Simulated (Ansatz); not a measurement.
Isolated molecules relaxed with PBE0-D4/def2-TZVP in Ansatz; ΔE leaves out vibrations. CCSD(T)/CBS is the MP2 limit (def2-TZVPP, def2-QZVPP) plus CCSD(T) − MP2 in def2-TZVPP, frozen cores. DFT in def2-TZVPP. B3LYP here is the variant with VWN-RPA as its local correlation; programs differ in this. For As outer-core shells are correlated without core-valence functions, which leaves a few kJ/mol of doubt a bond. Scalar relativity is left out up to krypton. Each species was taken in one conformer, which may not be the lowest.

Reaction (redistribution): `OC[SiH2][AsH2]` + `F[SiH]1CO1` → `OC[SiH2]F` + `[AsH2][SiH]1CO1`

`OC[SiH2][AsH2]`:

Z-matrix (Å, degrees):
```
C
Si 1 1.891
O 1 1.417 2 108.7
H 1 1.100 2 108.4 3 121.7
H 1 1.099 2 108.7 3 -122.1
As 2 2.361 1 113.9 3 58.6
H 2 1.487 1 109.8 3 -62.9
H 2 1.490 1 107.8 3 179.0
H 3 0.960 1 108.8 2 -179.6
H 6 1.524 2 91.7 1 50.4
H 6 1.521 2 91.3 1 -42.0
```

`F[SiH]1CO1`:

Cartesian coordinates in Å:
```
F 0.569 2.051 -0.186
Si -0.294 0.726 -0.288
C 0.375 -0.871 0.163
O -0.557 -0.128 1.081
H -1.424 1.003 -1.185
H -0.042 -1.817 -0.172
H 1.373 -0.964 0.587
```

`OC[SiH2]F`:

```xyz
9

O    -1.480    0.914   -0.092
C    -0.091    0.798   -0.373
Si    0.561   -0.903    0.079
F     0.173   -1.135    1.622
H    -1.617    0.736    0.842
H     0.491    1.588    0.124
H     0.027    0.962   -1.449
H     2.038   -0.988   -0.047
H    -0.102   -1.972   -0.706
```

`[AsH2][SiH]1CO1`:

Cartesian coordinates in Å:
```
As -2.049 -0.353 -0.350
Si 0.142 -0.040 0.426
C 1.481 0.321 -0.735
O 1.294 -1.047 -0.236
H -2.500 0.910 0.377
H -2.397 -1.219 0.856
H 0.310 0.248 1.871
H 2.417 0.769 -0.405
H 1.303 0.413 -1.805
```

```
             level  ΔE (kJ/mol)
            B2PLYP          7.8
            r2SCAN          7.1
             B3LYP          5.6
    MP2/def2-TZVPP         10.9
CCSD(T)/def2-TZVPP         10.5
     HF/def2-QZVPP         11.5
SCS-MP2/def2-QZVPP          9.6
     MP2/CBS(def2)          9.8
```

**Question.** What does CCSD(T)/CBS give? (Estimate.)

**Answer.** Ansatz gave: +9.4 kJ/mol. The listed levels differ from it by -1.6, -2.3, -3.8, 1.5, 1.1, 2.1, 0.2, 0.4 kJ/mol.

Largest T1 diagnostic among the species: 0.013.
